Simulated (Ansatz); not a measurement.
Reaction (hydrogen abstraction from the Si–H bond): `[SiH3][SeH]` + H• → `[SiH2][SeH]`• + H₂

Isolated molecules relaxed with PBE0-D4/def2-TZVP in Ansatz; ΔE leaves out vibrations. CCSD(T)/CBS adds triple-zeta CCSD(T) − MP2 to the extrapolated MP2 energy (def2 sets, frozen cores). This one scheme is used for every species, atoms too. DFT in def2-TZVPP. No spin–orbit coupling; open shells (•) take unrestricted orbitals. For Se outer-core shells are correlated without core-valence functions, so the limit isn't a true one: a few kJ/mol of doubt a bond, and 10 to 20 or more in all where bonds break to atoms. Scalar relativity is left out up to krypton.

```
       species  LDA (SPW92) energy (Eh)
 `[SiH3][SeH]`              -2688.84917
            H•                 -0.47838
`[SiH2][SeH]`•              -2688.21793
            H₂                 -1.13685
```

Question: Work out ΔE.

Answer: ΔE = (-2688.21793) + (-1.13685) − (-2688.84917) − (-0.47838) = -0.02723 Eh = -0.74 eV. CCSD(T)/CBS gives -0.66 eV.

Largest T1 diagnostic among the species: 0.014.

From BLYP to BHLYP (50 % exact exchange), in def2-TZVPP and without D4, ΔE moves by +0.20 eV. At CCSD(T), def2-SVP lies +0.07 eV from the extrapolated value and def2-TZVPP −0.01 eV. Leaving LDA and LC-ωPBE aside and taking each functional with its dispersion term where it has one, the values, not all of them listed here, spread over 0.29 eV, from BLYP-D4 to ωB97X-V.
